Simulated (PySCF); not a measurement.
# Basis and Hamiltonian dependence of the excitation energy of Pb⁺

Pb⁺ [Xe] 4f14 5d10 6s2 6p1 (2P) → Pb⁺ [Xe] 4f14 5d10 6s2 7s1 (2S). Calculated with PySCF 2.14 from differences of total energies of unrestricted determinants, without spin-orbit coupling. Values in eV.

```
                                                            basis    Hamiltonian  functions    UHF  r2SCAN   PBE0  MP2 (valence)  CCSD(T) (valence)
                                   aug-cc-pwCVDZ-PP with ECP60MDF            ECP         48  5.913   6.090  5.980          5.881              5.900
                                                  aug-cc-pVTZ-DK3  spin-free X2C         84  5.951   6.110  6.006          5.952              5.967
                                     aug-cc-pVQZ-PP with ECP60MDF            ECP         92  5.937   6.092  5.974          5.959              5.970
                                   aug-cc-pwCVTZ-PP with ECP60MDF            ECP         96  5.939   6.111  5.989          5.947              5.964
x2c-TZVPPall with one added diffuse shell each of s, p, d, f type  spin-free X2C         99  5.972   6.125  6.019          5.961              5.973
                                                aug-cc-pwCVTZ-DK3  spin-free X2C        125  5.958   6.113  6.007          5.965              5.981
```

Frozen in the all-electron rows: valence: [Xe] 4f14 5d10; with a core potential, the same shells as far as they lie outside it.

Reference for a calculation without spin-orbit coupling: 6.207 eV (measured, between term centres; NIST).
